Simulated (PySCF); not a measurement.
Isomers of C8H15B, from PBE0-D3(BJ)/def2-SVP geometry optimisation, gas phase (PySCF). One conformer each, no zero-point energy, no frequencies.

Question: Which isomer lies lower at this level?
A. `B1[C@H]2CCC[C@@H]1CCC2`: A = 2244, B = 1849, C = 1410 MHz, dipole 0.71 D
B. `[CH2:1]=[CH:2][CH2:3][C@H:4]1[BH:5][CH2:6][CH2:7][CH2:8][CH2:9]1` with C1–C2–C3–C4 -114°, C2–C3–C4–B5 167°, C3–C4–B5–C6 156°, C4–B5–C6–C7 -22°, B5–C6–C7–C8 40°, C6–C7–C8–C9 -59°: A = 3713, B = 833.2, C = 725.3 MHz, dipole 0.77 D

Answer: A. That is `B1[C@H]2CCC[C@@H]1CCC2`, 18.0 kcal/mol below the other.

```json
{"SMILES": "B1[C@H]2CCC[C@@H]1CCC2", "mapped SMILES": "[BH:1]1[C@H:2]2[CH2:3][CH2:4][CH2:5][C@@H:6]1[CH2:7][CH2:8][CH2:9]2", "E (Eh)": "-338.09467", "relative (kcal/mol)": "0.0", "relative (kJ/mol)": "0.0", "dipole (D)": "0.71"}
{"SMILES": "C=CC[C@H]1BCCCC1", "mapped SMILES": "[CH2:1]=[CH:2][CH2:3][C@H:4]1[BH:5][CH2:6][CH2:7][CH2:8][CH2:9]1", "E (Eh)": "-338.06594", "relative (kcal/mol)": "18.0", "relative (kJ/mol)": "75.4", "dipole (D)": "0.77"}
```

As drawn, the higher has a C=C bond outside aromatic rings, which the lower lacks.
